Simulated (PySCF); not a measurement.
C₂H₆F₂Si₂, SMILES F/C=C(/[SiH3])[SiH2]F.

The structure is a stationary point at TPSSh-D3(BJ)/def2-SVP. The structure was generated by enumeration; whether it is a known compound was not checked. One conformer was computed; it need not be the lowest.

Calculation: TPSSh-D3(BJ)/def2-SVP (PySCF 2.14.0).

Frequencies are harmonic and unscaled.

| mode | ν (cm⁻¹) | IR (km/mol) | Raman (Å⁴/amu) | depolarisation | moving atoms (share of kinetic energy) |
|---|---|---|---|---|---|
| 1 | 53 | 0.6 | 1.6 | 0.75 | F 44 %, Si 31 %, H 22 % |
| 2 | 99 | 2.9 | 0.4 | 0.54 | F 57 %, Si 30 % |
| 3 | 148 | 0.8 | 0.3 | 0.67 | F 48 %, Si 35 %, H 11 % |
| 4 | 149 | 0.2 | 0.1 | 0.75 | H 93 % |
| 5 | 197 | 0.4 | 0.5 | 0.75 | C 53 %, H 26 %, F 17 % |
| 6 | 287 | 12.3 | 1.5 | 0.64 | F 43 %, Si 30 %, C 17 %, H 11 % |
| 7 | 335 | 3.4 | 6.5 | 0.75 | C 46 %, H 44 %, F 10 % |
| 8 | 427 | 12.3 | 7.5 | 0.16 | Si 62 %, F 25 % |
| 9 | 577 | 16.0 | 10.7 | 0.40 | C 37 %, H 27 %, Si 25 %, F 11 % |
| 10 | 630 | 6.6 | 9.6 | 0.75 | H 79 %, Si 15 % |
| 11 | 677 | 5.1 | 6.8 | 0.25 | H 64 %, C 24 %, Si 10 % |
| 12 | 711 | 152.1 | 1.3 | 0.75 | H 64 %, C 21 %, Si 14 % |
| 13 | 735 | 0.5 | 14.8 | 0.75 | H 92 % |
| 14 | 851 | 26.8 | 4.4 | 0.72 | F 52 %, H 25 %, Si 22 % |
| 15 | 911 | 380.3 | 20.1 | 0.75 | H 71 %, Si 21 % |
| 16 | 923 | 4.9 | 1.4 | 0.75 | H 66 %, C 33 % |
| 17 | 951 | 221.7 | 13.2 | 0.65 | H 70 %, C 17 %, Si 8 % |
| 18 | 954 | 47.7 | 23.4 | 0.75 | H 97 % |
| 19 | 966 | 86.0 | 23.8 | 0.72 | H 96 % |
| 20 | 975 | 21.7 | 11.1 | 0.74 | H 81 %, C 11 % |
| 21 | 989 | 132.8 | 1.0 | 0.14 | C 50 %, H 31 %, Si 13 % |
| 22 | 1139 | 170.7 | 2.5 | 0.61 | C 60 %, F 32 % |
| 23 | 1348 | 7.3 | 8.4 | 0.65 | H 85 %, C 13 % |
| 24 | 1670 | 238.6 | 23.0 | 0.08 | C 94 % |
| 25 | 2248 | 112.6 | 134.4 | 0.17 | H 97 % |
| 26 | 2268 | 91.3 | 97.0 | 0.75 | H 96 % |
| 27 | 2269 | 85.5 | 160.3 | 0.15 | H 97 % |
| 28 | 2286 | 84.9 | 244.3 | 0.07 | H 98 % |
| 29 | 2290 | 147.7 | 77.7 | 0.75 | H 95 % |
| 30 | 3180 | 8.2 | 94.1 | 0.31 | H 91 %, C 9 % |
